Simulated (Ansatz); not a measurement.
Start from `[CH3][AlH][N]([SiH3])[SiH3]` and change one atom or group to get `[SiH3][N]([SiH3])[GaH2]`.

Ansatz, PBE0-D4/def2-TZVP geometries, multiplicity 1. Each molecule was computed in one conformer, which needn't be the lowest.

Scalar relativity is left out up to krypton.

```
                                        property  `[CH3][AlH][N]([SiH3])[SiH3]`
size of the dipole moment (B3LYP/def2-TZVPP) / D                           1.02
             LUMO energy (B3LYP/def2-TZVPP) / eV                          -1.03
             HOMO–LUMO gap (PBE/def2-TZVPP) / eV                           4.87
             HOMO energy (B3LYP/def2-TZVPP) / eV                          -7.50
         HOMO–LUMO gap (ωB97M-V/def2-TZVPP) / eV                          10.69
              HOMO energy (PBE0/def2-TZVPP) / eV                          -7.72
```

Question: Give the same properties after the change, and the shifts. (Estimate.)

Answer: Computed: 
```json
{"property": "size of the dipole moment (B3LYP/def2-TZVPP) / D", "`[SiH3][N]([SiH3])[GaH2]`": "0.82", "shift": "-0.20"}
{"property": "LUMO energy (B3LYP/def2-TZVPP) / eV", "`[SiH3][N]([SiH3])[GaH2]`": "-1.65", "shift": "-0.62"}
{"property": "HOMO–LUMO gap (PBE/def2-TZVPP) / eV", "`[SiH3][N]([SiH3])[GaH2]`": "4.38", "shift": "-0.49"}
{"property": "HOMO energy (B3LYP/def2-TZVPP) / eV", "`[SiH3][N]([SiH3])[GaH2]`": "-7.55", "shift": "-0.05"}
{"property": "HOMO–LUMO gap (ωB97M-V/def2-TZVPP) / eV", "`[SiH3][N]([SiH3])[GaH2]`": "10.29", "shift": "-0.40"}
{"property": "HOMO energy (PBE0/def2-TZVPP) / eV", "`[SiH3][N]([SiH3])[GaH2]`": "-7.76", "shift": "-0.04"}
```

Dipoles are sizes alone; their direction can turn.

B3LYP here is the variant with VWN-RPA as its local correlation; programs differ in this.
